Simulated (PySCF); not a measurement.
Species: C4H9AsGe.
Numbering: `[CH3:1][C:2]#[C:3][Ge@@H:4]([CH3:5])[AsH2:6]` (hydrogens: H7, H8, H9 on C1; H10 on Ge4; H11, H12, H13 on C5; H14, H15 on As6)

A linear-response calculation (PySCF, def2-SVPD basis, gas phase, vertical, core orbitals frozen in the response) gave these numbers; the functional is withheld.

Orbital energies (eV): HOMO-3 -8.38, HOMO-2 -7.78, HOMO-1 -7.27, HOMO -6.72, LUMO -0.37, LUMO+1 -0.04, LUMO+2 0.24.

```
state  E (eV)       f  main configurations (H = HOMO, L = LUMO)
   S1    5.65   0.025        H→L (47%), H→L+1 (24%), H-1→L (9%)
   S2    5.75   0.023     H-1→L (61%), H→L (15%), H-1→L+1 (14%)
   S3    5.79   0.123       H→L+1 (44%), H→L (16%), H-1→L (11%)
   S4    5.96   0.032                  H→L+3 (66%), H→L+1 (19%)
   S5    6.04  0.0083                               H→L+2 (91%)
   S6    6.36   0.221      H-1→L+1 (34%), H→L+5 (19%), H→L (9%)
```

Triplets, Tamm–Dancoff:

| state | E (eV) | λ (nm) | main configurations (H = HOMO, L = LUMO) |
| --- | --- | --- | --- |
| T1 | 4.70 | 264.0 | H→L (73%) |
| T2 | 5.13 | 241.7 | H-1→L+3 (32%), H→L (16%), H-1→L+1 (13%) |
| T3 | 5.25 | 236.4 | H-1→L (33%), H→L+3 (20%), H→L+1 (15%) |
| T4 | 5.43 | 228.3 | H→L+1 (21%), H-2→L (20%), H-1→L+3 (14%) |

Vertical ionisation energy by ΔSCF with the same functional: 8.60 eV. Mean static polarisability: 117.8 au.

Problem. Which of these was used?
A. HF
B. wB97X-D
C. PBE
D. B3LYP

Solution. D. B3LYP is a global hybrid with 20% exact exchange. In this run −ε(HOMO) = 6.72 eV differs from the ΔSCF value by -1.89 eV, and S1 differs from the orbital gap of 6.34 eV by -0.70 eV. The ratio −ε(HOMO)/IP is 0.78. Small neutral molecules mostly give 0.67 to 0.83 with B3LYP, 0.5 to 0.7 with PBE, 0.89 to 0.99 with wB97X-D; with Hartree–Fock the ratio is 1 or more (Koopmans' value less the relaxation energy is the ΔSCF value). The other options: PBE, a GGA without exact exchange; HF, time-dependent Hartree–Fock, 100% exact exchange; wB97X-D, range-separated, 22% exact exchange at short range and 100% at long range (ω = 0.2 bohr⁻¹).

Computed with TDDFT B3LYP/def2-SVPD, vertical, gas phase, core orbitals frozen in the response (PySCF 2.14.0, density-fitted response routines). The structure is a single PBE0-D3(BJ)/def2-SVP conformer in the gas phase; no vibrational or solvent corrections. Relativistic effects, spin–orbit coupling among them, are left out although an element past zinc is present.

Conformer computed: `[CH3:1][C:2]#[C:3][Ge@@H:4]([CH3:5])[AsH2:6]`: H–As6–Ge4–C3 47°, H–As6–Ge4–C3 -45°.
